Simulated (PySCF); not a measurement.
SnH3Cl, SMILES [Cl][SnH3].

Coordinates come from a B3LYP-D3(BJ)/def2-TZVP optimisation. The def2 effective core potentials stand for the cores of Sn; spin–orbit coupling is left out.

All values below come from PBE0/def2-TZVPD (PySCF).

Symmetry labels are those of the subgroup Cs that the program uses (full group C3v).

Computed valence orbital energies around the gap with their symmetry:
| orbital | symmetry | energy (eV) |
|---|---|---|
| HOMO−7 | A" | -29.06 |
| HOMO−6 | A' | -22.17 |
| HOMO−5 | A' | -14.88 |
| HOMO−4 | A' | -10.10 |
| HOMO−3 | A" | -10.10 |
| HOMO−2 | A' | -10.09 |
| HOMO−1 | A' | -8.65 |
| HOMO | A" | -8.65 |
| LUMO | A' | -1.09 |
| LUMO+1 | A' | -0.43 |
| LUMO+2 | A' | 0.49 |
| LUMO+3 | A" | 0.49 |
